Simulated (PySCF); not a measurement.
Computed with B3LYP-D3(BJ)/def2-TZVP in PySCF. Isolated molecules, 0 K electronic values unless said otherwise. One relaxed conformer stands for a flexible species; it need not be the lowest. B3LYP has the VWN-RPA correlation part, as in Gaussian. Delta-SCF ions had no search for a lower state. Excitations are Tamm–Dancoff values on a coarser integration grid. The basis has no diffuse functions, so Rydberg states are missing or too high.

Reference species (SMILES): `NBBB` (neutral, multiplicity 1).

LUMO: -1.58 eV
vertical ionisation energy (Delta-SCF): 9.79 eV
S1 excitation (TDA): 4.57 eV

After one change: the LUMO falls by 0.23 eV; the vertical ionisation energy (Delta-SCF) rises by 0.80 eV; the S1 excitation (TDA) rises by 0.31 eV.

Question: Name the change that produced these shifts. The new species is one of these.
A. `BBNB`
B. `BN(B)B`
C. `BB(B)N`

Answer: A, `BBNB`
